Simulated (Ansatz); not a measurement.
`NB(O)Cl` + H₂ → `OBCl` + NH₃ at 700 K and 1 bar (hydrogenolysis of a B–N bond).

Isolated molecules relaxed with PBE0-D4/def2-TZVP in Ansatz; ΔE leaves out vibrations. CCSD(T)/CBS is the MP2 limit (def2-TZVPP, def2-QZVPP) plus CCSD(T) − MP2 in def2-TZVPP, frozen cores. This one scheme is used for every species. One conformer a species, not always the lowest.

```
  species  CCSD(T)/CBS energy (Eh)  H − E (kJ/mol)  S (J/(mol·K))
`NB(O)Cl`               -616.40523           179.1          374.6
       H₂                 -1.17544            46.8          155.3
   `OBCl`               -561.03999           114.9          320.4
      NH₃                -56.50880           116.9          226.5
```

H − E and S are ideal-gas, rigid-rotor, harmonic terms from PBE0-D4/def2-TZVP, for one conformer and one mirror image of each species. The MP2-based limit puts H₂ 0.8 mEh under its directly extrapolated value; such offsets cancel only in part. 1 Eh = 2625.50 kJ/mol, R = 8.31446 J/(mol·K).

Task: By hand: ΔE, ΔH, ΔS and ΔG.

Result: ΔE = (-561.03999) + (-56.50880) − (-616.40523) − (-1.17544) = 0.03188 Eh = 83.7 kJ/mol. Δ(H − E) = 114.9 + 116.9 − 179.1 − 46.8 = 5.9, so ΔH = 89.6 kJ/mol. ΔS = 320.4 + 226.5 − 374.6 − 155.3 = 17.0 J/(mol·K). ΔG = 89.6 − 700 × (17.0)/1000 = 77.7 kJ/mol.

Task: By hand: the equilibrium constant, and the temperature at which ΔG would vanish if ΔH and ΔS stayed fixed.

Result: log₁₀ K = −ΔG/(RT ln 10) = -5.8. ΔG = 0 at ΔH/ΔS = 5271 K, far beyond where these terms or the molecules hold.

ΔH outweighs TΔS. A doubt of 5 kJ/mol in ΔE shifts log₁₀ K by 0.4 here. Other conformers and mirror images would add mixing entropy, several J/(mol·K) or more a flexible species. These are equilibria of isolated gas molecules and say nothing of rates. Largest T1 diagnostic: 0.012 (customary marks: 0.02 for closed shells, 0.045 for open ones).
